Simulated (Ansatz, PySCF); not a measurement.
Reaction (SMILES): [CH3][Ge]([CH3])([NH2])[NH2] [[diamino(methyl)germyl]methane] + 4 [H][H] (H2) -> 2 C (CH4) + [GeH4] (GeH4) + 2 N (NH3)
Structures are relaxed separately at B3LYP-D3(BJ)/def2-TZVP in Ansatz (a quantum-chemistry and plane-wave program), one conformer each, not searched for the lowest.

Property: energy of full hydrogenation (enthalpy at 298 K, with B3LYP-D3(BJ) rigid-rotor harmonic-oscillator terms from PySCF), in kJ/mol. Cores are frozen in the correlated levels unless marked. Spin-orbit coupling is left out. Frozen are the shells of the preceding noble gas and the d and f shells that filled before the atom's block. Non-relativistic. CBS marks a two-point X^-3 extrapolation of the correlation energy; Hartree-Fock from the larger set.

CCSD(T)/CBS(cc-pVTZ,cc-pVQZ) (Ansatz) gives -35.8 kJ/mol.

**Question.** Another calculation gave -72.2 kJ/mol. Which level was it?
A) wB97X-V/def2-TZVPD (Ansatz)
B) B3LYP/def2-TZVPD (Ansatz)
C) LC-wPBE/def2-TZVPD (Ansatz)

**Answer.** C, LC-wPBE/def2-TZVPD (Ansatz). The others give -86.5 (B3LYP), -53.1 (wB97X-V) kJ/mol.
